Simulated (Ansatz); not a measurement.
def2 core potentials replace the inner electrons of Te.

B3LYP has the VWN-RPA correlation part, as in Gaussian. 

Cartesian coordinates (Å):
SMILES: CC[Te]O
```xyz
10

C     -1.1713     0.1578    -0.0211
C     -0.1106    -0.8865     0.2915
Te     1.6692    -0.6294    -0.9578
O      1.8053     1.3611    -0.6147
H     -0.7442     1.1698     0.0469
H     -2.0094     0.0864     0.6934
H     -1.5725     0.0317    -1.0384
H      0.2228    -0.8395     1.3380
H     -0.4492    -1.9158     0.0891
H      2.3598     1.4644     0.1730
```
Charge 0, spin multiplicity 1.

What is the computed total energy, dipole moment, HOMO–LUMO gap, adiabatic ionisation energy (no zero-point term) and HOMO (B3LYP-D3(BJ)/def2-TZVP // B3LYP-D3(BJ)/def2-SVP in Ansatz, a quantum-chemistry and plane-wave program)?


The total energy comes out as -423.2337 Ha and the dipole moment is 2.04 D. The HOMO–LUMO gap is 3.95 eV, the adiabatic ionisation energy (no zero-point term) is 7.83 eV and the HOMO comes out as -5.81 eV.
